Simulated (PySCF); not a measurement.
One of the candidates below gave these computed data.

All candidates are C7H11FSi.

* Dipole: 2.33 D [PBE0/pcSseg-1]
* Rotational structure: rotational constants A, B, C: 1.732, 0.908, 0.792 GHz [GFN2-xTB]
* NMR, other nuclei: isotropic shieldings of nuclei other than C and H, by class: 473 (1 F), 395 (1 Si) ppm [GIAO PBE0/pcSseg-1]
* 1H NMR: chemical shifts (computed TMS as zero) by class: 6.69 (1 H), 6.24 (1 H), 6.00 (1 H), 5.53 (1 H), 5.36 (1 H), 5.35 (1 H), 5.23 (1 H), 4.90 (2 H), 4.62 (2 H) ppm [GIAO PBE0/pcSseg-1]
* 13C NMR: chemical shifts (computed TMS as zero) by class: 158.2 (1 C), 152.4 (1 C), 146.2 (1 C), 141.9 (1 C), 125.7 (1 C), 122.4 (1 C), 78.2 (1 C) ppm [GIAO PBE0/pcSseg-1]

Gas-phase values; electronic properties from PySCF, density fitting. Levels stand in brackets. Geometry: GFN2-xTB, one conformer, isolated molecule. NMR values are class means; diastereotopic atoms form classes of their own.

Problem. Which candidate is it?
A. `C#CC[C@@H](C)[Si@@H]1C[C@@H]1F`
B. `C=CC(=C)C(=C)[SiH2]CF`
C. `C=C[C@@H]1[SiH2]/C(=C\C)[C@@H]1F`
D. `CC(C)C1=C[SiH2]C=C1F`
E. `CC(C)C1=C[SiH2]C(F)=C1`

Solution. B. It is `C=CC(=C)C(=C)[SiH2]CF`. Numbering: `[CH2:1]=[CH:2][C:3](=[CH2:4])[C:5](=[CH2:6])[SiH2:7][CH2:8][F:9]`. Its formula, C7H11FSi, gives 3 degrees of unsaturation: 0 rings and 3 π bonds in the structure found. 7 carbons fall into 7 classes; from least to most shielded: fully substituted alkene carbon [C3] (158.2 ppm), fully substituted alkene carbon [C5] (152.4 ppm), alkene CH carbon [C2] (146.2 ppm), terminal =CH2 carbon [C6] (141.9 ppm), terminal =CH2 carbon [C1] (125.7 ppm), terminal =CH2 carbon [C4] (122.4 ppm), sp3 C–F carbon [C8] (78.2 ppm). Hydrogen classes from least to most shielded: 1 H on an alkene CH carbon, C2 (6.69 ppm), 1 H on a terminal =CH2 carbon, C6 (6.24 ppm), 1 H on a terminal =CH2 carbon, C6 (6.00 ppm), 1 H on a terminal =CH2 carbon, C1 (5.53 ppm), 1 H on a terminal =CH2 carbon, C1 (5.36 ppm), 1 H on a terminal =CH2 carbon, C4 (5.35 ppm), 1 H on a terminal =CH2 carbon, C4 (5.23 ppm), 2 H on an sp3 C–F carbon, C8 (4.90 ppm), 2 H on an SiH2 silicon, Si7 (4.62 ppm). The other shieldings belong to: 473 ppm, alkyl fluorine [F9]; 395 ppm, SiH2 silicon [Si7]. The optimised geometry has point group C1 and is an asymmetric top.

The others, at the same levels:
- `C=C[C@@H]1[SiH2]/C(=C\C)[C@@H]1F` fails: its computed 13C shifts are 152.2 (1 C), 146.7 (1 C), 143.8 (1 C), 117.3 (1 C), 93.7 (1 C), 41.3 (1 C), 24.2 (1 C) ppm, 1H shifts are 7.06 (1 H), 6.49 (1 H), 5.55 (1 H), 5.28 (1 H), 5.24 (1 H), 4.77 (1 H), 4.56 (1 H), 3.01 (1 H), 1.95 (3 H) ppm and rotational constant A is 2.217 GHz (against 1.732 GHz).
- `C#CC[C@@H](C)[Si@@H]1C[C@@H]1F` fails: its computed 13C shifts are 88.5 (1 C), 79.2 (1 C), 78.7 (1 C), 27.1 (1 C), 21.6 (1 C), 18.9 (1 C), 7.8 (1 C) ppm, 1H shifts are 5.27 (1 H), 3.30 (1 H), 2.92 (1 H), 2.36 (1 H), 1.57 (1 H), 1.53 (3 H), 1.26 (1 H), 0.96 (1 H), 0.94 (1 H) ppm and rotational constant A is 2.034 GHz (against 1.732 GHz).
- `CC(C)C1=C[SiH2]C=C1F` fails: it has 6 carbon classes against 7; its computed 13C shifts are 181.0 (1 C), 173.0 (1 C), 124.2 (1 C), 100.1 (1 C), 33.4 (1 C), 23.9 (2 C) ppm, 1H shifts are 5.80 (1 H), 5.13 (1 H), 4.59 (2 H), 2.74 (1 H), 1.19 (6 H) ppm and rotational constant A is 2.066 GHz (against 1.732 GHz).
- `CC(C)C1=C[SiH2]C(F)=C1` fails: it has 6 carbon classes against 7; its computed 13C shifts are 189.3 (1 C), 176.7 (1 C), 129.0 (1 C), 110.2 (1 C), 42.6 (1 C), 23.4 (2 C) ppm, 1H shifts are 6.54 (1 H), 5.10 (1 H), 4.60 (2 H), 2.55 (1 H), 1.12 (6 H) ppm and rotational constant A is 2.294 GHz (against 1.732 GHz).

Each candidate is one conformer, not necessarily the lowest. Dipoles, sizes and rotational constants follow the conformer. The torsions of the flexible species, by atom-mapped SMILES:
- `[CH2:1]=[CH:2][C:3](=[CH2:4])[C:5](=[CH2:6])[SiH2:7][CH2:8][F:9]`: C1–C2–C3–C4 -178°, C2–C3–C5–C6 -88°, C3–C5–Si7–C8 -43°, C5–Si7–C8–F9 178°
- `[CH2:1]=[CH:2][C@@H:3]1[SiH2:4]/[C:5](=[CH:6]\[CH3:7])[C@@H:8]1[F:9]`: C1–C2–C3–Si4 -117°
- `[CH:1]#[C:2][CH2:3][C@@H:4]([CH3:5])[Si@@H:6]1[CH2:7][C@@H:8]1[F:9]`: C2–C3–C4–C5 -66°, C3–C4–Si6–C7 126°
- `[CH3:1][CH:2]([CH3:3])[C:4]1=[CH:5][SiH2:6][CH:7]=[C:8]1[F:9]`: C1–C2–C4–C5 21°
- `[CH3:1][CH:2]([CH3:3])[C:4]1=[CH:5][SiH2:6][C:7]([F:8])=[CH:9]1`: C1–C2–C4–C5 -118°
